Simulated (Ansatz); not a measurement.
Isomers of Al₄P₃ (doublet), relaxed with B3LYP-D4/def2-SVP; total energies from Ansatz at PBE0-D4/def2-TZVP.

| isomer | description | energy (Eh) |
| --- | --- | --- |
| A | point group Cs; 6 × Al–P 2.19 to 2.25 Å; 1 × Al–Al 2.50 Å | -1993.09736 |
| B | point group not assigned; 7 × Al–P 2.20 to 2.44 Å | -1993.10367 |
| C | point group Cs; 8 × Al–P 2.23 to 2.55 Å; 1 × P–P 2.49 Å; 1 × Al–Al 2.65 Å | -1993.08408 |

The isomers come from a short search, and lower ones may exist.

Problem. Work out the relative energies (1 Eh = 2625.5 kJ/mol) and the Boltzmann populations at 800 K from electronic energies alone (R = 8.314 J/mol/K).

Solution. ΔE: A 16.6, B 0.0, C 51.4 kJ/mol. RT = 6.65 kJ/mol. Factors exp(−ΔE/RT): A 0.0824, B 1, C 0.00044; sum 1.083. Populations: A 7.6 %, B 92.3 %, C 0.0 %. Zero-point energy, vibrational entropy and symmetry numbers are left out and can shift these; an error of 4 kJ/mol changes a ratio by a factor of 1.8. Over the other density-functional and correlated levels in def2 sets, the gap between B and A ranges from 7 to 28 kJ/mol.
